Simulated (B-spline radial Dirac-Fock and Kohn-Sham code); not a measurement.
**Kohn-Sham estimates against Dirac-Fock for the levels of Ba⁷⁺**

System: Ba⁷⁺, configuration 1s2 2s2 2p6 3s2 3p6 3d10 4s2 4p6 4d10 5s2 5p1.

The density-functional columns are spherical, spin-unpolarised Dirac-Kohn-Sham results without Breit or QED terms: −ε is minus the orbital energy of the initial state and ΔSCF the difference of two total energies. The reference in the last column comes from Dirac-Fock (average of configuration) total-energy differences with a finite nucleus, the Breit interaction including its frequency dependence, and self-energy and vacuum-polarisation corrections. All numbers are from a radial atomic solver, in eV; a selection of levels is shown. For the 1s level of heavy atoms much of the gap between ΔSCF and the reference is the Breit and QED part, -139.0 eV here; for other levels the error of the functional can be larger.

```tsv
level	PBE −ε	PBE ΔSCF	LDA −ε	LDA ΔSCF	Dirac-Fock
1s	37316.5	37709.3	37277.3	37668.9	37541.4
2s	5971.0	6045.4	5966.1	6040.7	6096.7
2p1/2	5630.0	5722.2	5628.2	5720.4	5726.3
2p3/2	5248.2	5333.8	5246.9	5332.5	5349.3
3s	1329.9	1357.7	1328.6	1356.5	1395.9
3p1/2	1186.8	1215.6	1186.4	1215.3	1240.4
3p3/2	1112.9	1140.6	1112.7	1140.5	1166.0
3d3/2	861.7	892.6	862.1	893.0	896.8
3d5/2	846.0	876.5	846.4	876.8	881.4
4s	330.2	344.4	329.8	343.9	361.1
4p1/2	278.0	291.9	277.9	291.8	302.2
4p3/2	262.5	276.0	262.3	275.8	286.6
4d3/2	177.0	189.8	177.1	189.9	189.0
4d5/2	174.3	187.0	174.4	187.1	186.4
5s	110.3	117.7	110.9	118.4	115.0
5p	92.26	98.99	92.81	99.57	98.23
```

**Question.** Order the estimates of the K (1s) level by their distance from the Dirac-Fock value, nearest first.
A. LDA ΔSCF
B. LDA −ε
C. PBE ΔSCF
D. PBE −ε

**Answer.** A (127.5 eV), C (167.9 eV), D (224.9 eV), B (264.1 eV).

Values without a named source are computed, but for edge energies of neutral atoms, which are taken from tables.
